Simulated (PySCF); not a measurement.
## Telling isomers of C7H13N apart by NMR

- σ from GIAO-PBE0/pcSseg-1
- geometry from GFN2-xTB
- code: PySCF
- isolated molecule, one computed conformer, one averaged value for each set of equivalent atoms, non-relativistic Hamiltonian

Chemical shifts δ = σref − σ; 1H (σ = 31.72 ppm), 13C (σ = 186.93 ppm) vs TMS, all at this level. Where no couplings were computed, multiplicities follow the n + 1 count of equivalent neighbours, and m marks all less simple cases (inequivalent or close neighbours, rings, F or P nearby). Shifts are as computed. Against solution values, carbons near 30 ppm lie about +3 ppm off and those near 130 ppm about +5 ppm. Of 1211 compounds with measured shifts, 218 miss one by over three times the rms of a fit or turn the order of signals round; such compounds aren't used in these exercises.

(1) Tabulate the signals of `C=C[C@@H]1CN1C(C)C`, `C1CC2CCCN2C1` and their relative energies.

(2) What is the quickest way to tell C=C[C@@H]1CN1C(C)C from C1CC2CCCN2C1?

Answers

(1) 
```tsv
SMILES	carbon types	δC	δH	E rel. (kcal/mol)
C=C[C@@H]1CN1C(C)C	3×CH 2×CH2 2×CH3	152.0, 120.2, 62.6, 43.8, 34.6, 25.0, 24.3	5.79 (m, 1H), 5.59 (m, 1H), 5.35 (m, 1H), 1.59 (m, 1H), 1.49 (m, 1H), 1.41 (m, 1H), 1.31 (m, 1H), 1.17 (m, 3H), 1.12 (d, 3H)	35.8
C1CC2CCCN2C1	1×CH 6×CH2	66.8, 58.3, 37.3, 27.1	3.64 (m, 1H), 3.10 (m, 2H), 2.58 (m, 2H), 1.89 (m, 2H), 1.59 (m, 2H), 1.52 (m, 2H), 1.24 (m, 2H)	0.0
```

Energies are electronic energies at PBE0/pcSseg-1 on these geometries, without zero-point or thermal terms, each for the one conformer computed, which needn't be the lowest.

(2) Count the carbon signals: 7 against 4. The first has an alkene CH at 152.0 ppm, the second an sp3 CH2 bonded to N at 58.3 ppm. Their most deshielded carbons lie at 152.0 and 66.8 ppm. In the proton spectra the most deshielded non-exchanging signals are 5.79 (m, 1H) and 3.64 (m, 1H).
